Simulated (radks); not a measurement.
Values are calculated unless marked as measured or tabulated.
S2+, configuration [Ne] 3s2 3p2.

Code: a radial shooting solver on a logarithmic mesh with Libxc functionals. Model: scalar-relativistic Kohn-Sham, PBE, spin-unpolarised, spherical densities, point nucleus.

Energy parts (hartree):
| part | energy |
|---|---|
| total | -397.79452 |
| kinetic | 399.36444 |
| electron-nucleus | -936.02921 |
| Hartree | 163.63846 |
| exchange-correlation | -24.76820 |

Orbitals (lengths in bohr, moments of r in powers of bohr; <r^-3> diverges for s and p1/2):
| orbital | occ. | eigenvalue (hartree) | <r^-3> |
|---|---|---|---|
| 1s | 2 | -89.38913 | - |
| 2s | 2 | -8.72563 | - |
| 2p | 6 | -6.69971 | 81.60 |
| 3s | 2 | -1.44776 | - |
| 3p | 2 | -1.02822 | 7.488 |

The highest occupied level is 3p at -27.979 eV. The density falls to 0.001 e/bohr^3 at r = 3.39 bohr.
